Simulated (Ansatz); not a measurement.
A structure drawn as `[NH2][SbH][SH]`, with this starting geometry:

```xyz
7

N    -0.115    0.803   -1.168
Sb   -0.745   -0.577    0.198
S     0.902    0.269    1.789
H    -0.564    1.678   -0.916
H    -0.586    0.544   -2.131
H     0.368   -1.806   -0.420
H     0.740   -0.911    2.649
```

The species carries charge 0 and has multiplicity 1. Sb takes the def2 core potential.

**Question.** Relax it with Ansatz at PBE-D4/def2-SVP and then PBE0-D4/def2-TZVP. Is the drawn bonding still there?

**Answer.** Yes, every drawn bond is still there and no new one forms.

**Question.** Give the relaxed structure. (Best estimate.)

**Answer.** Computed: 
Z-matrix (Å, degrees):
```
N
Sb 1 2.021
H 1 1.010 2 116.8
H 1 1.011 2 113.7 3 129.8
S 2 2.423 1 98.3 3 72.6
H 2 1.718 1 97.8 3 -16.4
H 5 1.343 2 94.1 1 92.5
```
All modes are real.

Atoms count as bonded under 1.1 times the sum of their covalent radii (H–H under 0.85 Å, pairs among N, O and F under 1.55 Å), and a drawn bond as lost past 1.3 times.
